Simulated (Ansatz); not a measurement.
`[Cl][SnH]([Cl])[GeH3]` + H₂ → `[Cl][SnH2][Cl]` + GeH₄ at 500 K and 1 bar (hydrogenolysis of the Sn–Ge bond).

Gas-phase electronic energies from Ansatz, PBE0-D4/def2-TZVP geometries. CCSD(T)/CBS is the MP2 limit (def2-TZVPP, def2-QZVPP) plus CCSD(T) − MP2 in def2-TZVPP, frozen cores. This one scheme is used for every species. def2 core potentials past Kr. For Ge, Sn outer-core shells are correlated without core-valence functions, which leaves a few kJ/mol of doubt a bond. Scalar relativity is left out up to krypton.

| species | CCSD(T)/CBS energy (Eh) | H − E (kJ/mol) | S (J/(mol·K)) |
| --- | --- | --- | --- |
| `[Cl][SnH]([Cl])[GeH3]` | -3212.19414 | 135.2 | 466.9 |
| H₂ | -1.17544 | 41.0 | 145.5 |
| `[Cl][SnH2][Cl]` | -1134.85982 | 74.1 | 355.6 |
| GeH₄ | -2078.49493 | 99.4 | 244.6 |

H − E and S are ideal-gas, rigid-rotor, harmonic terms from PBE0-D4/def2-TZVP. For small species the MP2-based limit differs from directly extrapolated CCSD(T) by up to some mEh (0.8 for H₂); such offsets cancel only in part. 1 Eh = 2625.50 kJ/mol, R = 8.31446 J/(mol·K).

Task: By hand: ΔE, ΔH, ΔS and ΔG.

Result: ΔE = (-1134.85982) + (-2078.49493) − (-3212.19414) − (-1.17544) = 0.01483 Eh = 38.9 kJ/mol. Δ(H − E) = 74.1 + 99.4 − 135.2 − 41.0 = -2.7, so ΔH = 36.2 kJ/mol. ΔS = 355.6 + 244.6 − 466.9 − 145.5 = -12.2 J/(mol·K). ΔG = 36.2 − 500 × (-12.2)/1000 = 42.3 kJ/mol.

Task: By hand: the equilibrium constant, and the temperature at which ΔG would vanish if ΔH and ΔS stayed fixed.

Result: log₁₀ K = −ΔG/(RT ln 10) = -4.4. ΔH and −TΔS have one sign here, so there is no such temperature.

The number of gas molecules stays the same, so ΔS is small and ΔH decides. A doubt of 5 kJ/mol in ΔE shifts log₁₀ K by 0.5 here. Modes under 60 cm⁻¹, often nearly free rotors, make the harmonic entropy too high. These are equilibria of isolated gas molecules and say nothing of rates. Largest T1 diagnostic: 0.012 (customary marks: 0.02 for closed shells, 0.045 for open ones).
